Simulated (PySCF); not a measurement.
**Exercise with solution: entropy of an ideal gas**

H3O3Si, SMILES O[Si](O)O (connectivity only; charge and spin as stated), charge +1, multiplicity 1.

Geometry optimised at r2SCAN-D4/def2-SVP. The spin state was assumed, not searched. The isomer is the one that the SMILES or the coordinates give; other isomers of the formula were not compared. One conformer was computed; it need not be the lowest.

PySCF 2.14.0 with r2SCAN-D4/def2-SVP gives the harmonic wavenumbers 296, 314, 314, 334, 406, 447, 538, 615, 670, 880, 1176, 1189, 3823, 3831, 3853 cm⁻¹ and the rotational temperatures 0.3726, 0.3419, 0.1783 K. The molar mass is 79.11 g/mol, the symmetry number 1, the spin multiplicity 1.

Work out the entropy at 298.15 K and 1 atm in the rigid-rotor, harmonic-oscillator model.


Translation (Sackur–Tetrode at 1 atm): S = R[1.5 ln M + 2.5 ln T − 1.16487] = 163.3 J/(mol K).
Rotation: q = (√π/σ) T^1.5/√(θA θB θC) = 60500, S = R[ln q + 3/2] = 104.0 J/(mol K).
Vibration: with u = 1.4388 ν/T, each mode gives R[u/(e^u − 1) − ln(1 − e^−u)]:
| ν (cm⁻¹) | modes | u | S (J/(mol K)) |
|---|---|---|---|
| 296 | 1 | 1.43 | 6.02 |
| 314 | 2 | 1.52 | 11.22 |
| 334 | 1 | 1.61 | 5.19 |
| 406 | 1 | 1.96 | 3.94 |
| 447 | 1 | 2.16 | 3.37 |
| 538 | 1 | 2.60 | 2.38 |
| 615 | 1 | 2.97 | 1.78 |
| 670 | 1 | 3.23 | 1.44 |
| 880 | 1 | 4.25 | 0.63 |
| 1176 | 1 | 5.68 | 0.19 |
| 1189 | 1 | 5.74 | 0.18 |
The stiffer modes add less than 0.005 each. Sum 36.3 J/(mol K).
Spin: R ln 1 = 0.0 J/(mol K).
Total 303.6 J/(mol K); the program's own thermochemistry gives 303.6. Translation makes up 54 % and vibration 12 %. Anharmonicity, hindered rotation and orbital degeneracy are left out.
